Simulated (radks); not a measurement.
The numbers below are computed, except where a source is named.
Question: Species: Nd3+. Configuration: [Xe] 4f3 (the NIST ground configuration). Code: a radial shooting solver on a logarithmic mesh with Libxc functionals. Model: scalar-relativistic Kohn-Sham, PBEsol, spin-polarised, spherical densities, point nucleus; open shells are filled with parallel spins first (spin-orbit coupling, left out, can overturn this in heavy ions). Some entries of the table are withheld. Estimate them.

| orbital | occ. | eigenvalue (hartree) | r(max) (bohr) |
|---|---|---|---|
| 1s down | 1 | -1595.455 | 0.01510 |
| 1s up | 1 | -1595.455 | 0.01510 |
| 2s up | 1 | -259.0079 | 0.08552 |
| 2s down | 1 | -259.0073 | 0.08552 |
| 2p up | 3 | -231.6789 | 0.06893 |
| 2p down | 3 | -231.6786 | 0.06893 |
| 3s up | 1 | -57.10590 | 0.2439 |
| 3s down | 1 | -57.07180 | 0.2438 |
| 3p up | 3 | -48.48874 | 0.2389 |
| 3p down | 3 | -48.45483 | 0.2388 |
| 3d up | 5 | -36.52425 | 0.1961 |
| 3d down | 5 | -36.49789 | 0.1960 |
| 4s up | 1 | -12.28949 | 0.5649 |
| 4s down | 1 | -12.20080 | 0.5647 |
| 4p up | 3 | -9.46158 | 0.5895 |
| 4p down | 3 | -9.37259 | 0.5893 |
| 4d up | 5 | -5.44059 | 0.6175 |
| 4d down | 5 | -5.35155 | 0.6172 |
| 5s up | 1 | (1) | (2) |
| 5s down | 1 | (3) | (4) |
| 5p up | 3 | -1.78391 | 1.459 |
| 5p down | 3 | -1.74460 | 1.470 |
| 4f up | 3 | -1.16626 | 0.6502 |
| 4f down | 0 | -1.08668 | 0.6513 |

Answer: 
(1) 5s up eigenvalue (hartree): -2.50273
(2) 5s up r(max) (bohr): 1.300
(3) 5s down eigenvalue (hartree): -2.45107
(4) 5s down r(max) (bohr): 1.307
